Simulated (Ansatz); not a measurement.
Total energies of the cluster Ag2F2 from Ansatz at r2SCAN-D4/def2-TZVP, gas phase (1 Eh = 27.2114 eV = 2625.5 kJ/mol). The reference geometry is relaxed at PBE-D4/def2-TZVP.

Cartesian coordinates in Å:
```
Ag -0.9564 0.2354 -1.0948
Ag 0.9559 -0.2354 1.0946
F -0.5494 1.3699 0.7725
F 0.5498 -1.3699 -0.7723
```

```csv
state,geometry,energy (Eh)
charge 0 singlet,reference,-493.80412
charge 1 doublet,reference,-493.46233
charge 0 triplet,relaxed at PBE-D4/def2-TZVP,-493.71586
charge 0 quintet,relaxed at PBE-D4/def2-TZVP,-493.59817
free Ag atom (doublet),–,-147.01662
free F atom (doublet),–,-99.72763
```

In the def2 sets Ag takes a core potential; there is no spin–orbit coupling.

**Question.** Work out the vertical ionisation energy to the doublet.

**Answer.** E(charge 1 doublet) − E(charge 0 singlet) = -493.46233 − (-493.80412) = 0.34179 Eh = 9.30 eV. For comparison, −ε of the highest occupied level is 6.09 eV at this level, 3.21 eV less.

**Question.** Which of the charge 0 states is lowest, and how far above it are the others?

**Answer.** The singlet. triplet: -493.71586 − (-493.80412) = 0.08826 Eh = 231.7 kJ/mol; quintet: -493.59817 − (-493.80412) = 0.20595 Eh = 540.7 kJ/mol.

**Question.** What is the binding energy per atom against free atoms?

**Answer.** Atoms: 2 × (-147.01662) + 2 × (-99.72763) = -493.48850 Eh. Binding: -493.48850 − (-493.80412) = 0.31562 Eh = 8.59 eV, or 2.15 eV for each of 4 atoms (no zero-point energy, no counterpoise term).

The structure comes from a short search, and lower isomers may exist.
